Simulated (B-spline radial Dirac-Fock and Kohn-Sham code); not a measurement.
## K-line shifts caused by a second vacancy in Eu³⁺

System: Eu³⁺, configuration 1s2 2s2 2p6 3s2 3p6 3d10 4s2 4p6 4d10 4f5 5s2 5p6 6p1 (an excited configuration).

The run's input, task.json:

```json
{"items": [{
  "Z": 63,
  "q": 3,
  "cfg": [[1, 0, 2], [2, 0, 2], [2, 1, 6], [3, 0, 2], [3, 1, 6], [3, 2, 10], [4, 0, 2], [4, 1, 6], [4, 2, 10], [4, 3, 5], [5, 0, 2], [5, 1, 6], [6, 1, 1]],
  "A": 153,
  "rrms": 5.1115,
  "do": ["binding", "quiet", "double"]
}]}
```

Launch: `python xray_run.py task.json out`

These are calculated numbers from an atomic code on a B-spline grid; the model is multi-electron Dirac-Fock with separately optimised hole states, Breit and Lamb-shift corrections added in first order. Each two-hole energy is an average over J within one jj subconfiguration, not an observable level; in light atoms, where LS coupling holds, the j-resolved values are not observed lines, and for a K spectator the Kα1 hypersatellite is nearly forbidden. Electron correlation is not included.

Lines without a spectator: Kα2 (K-L2) 40898.1 eV, Kα1 (K-L3) 41538.3 eV, Kβ3 (K-M2) 46896.3 eV, Kβ1 (K-M3) 47029.0 eV. Shifts in eV with one spectator hole (a dash: not computed, or left out as unreliable):

| spectator hole | Kα2 | Kα1 | Kβ3 | Kβ1 |
| --- | --- | --- | --- | --- |
| K (1s) | +778.8 | +820.0 | +1002.2 | +1011.5 |
| L2 (2p1/2) | +93.1 | +121.2 | – | +243.5 |
| L3 (2p3/2) | +80.0 | +83.8 | +199.2 | – |
| M2 (3p1/2) | – | +17.01 | +35.6 | +42.5 |
| M3 (3p3/2) | +10.74 | – | +33.2 | +33.0 |
| M4 (3d3/2) | +3.08 | -0.24 | – | – |
| M5 (3d5/2) | -1.36 | +1.64 | – | – |
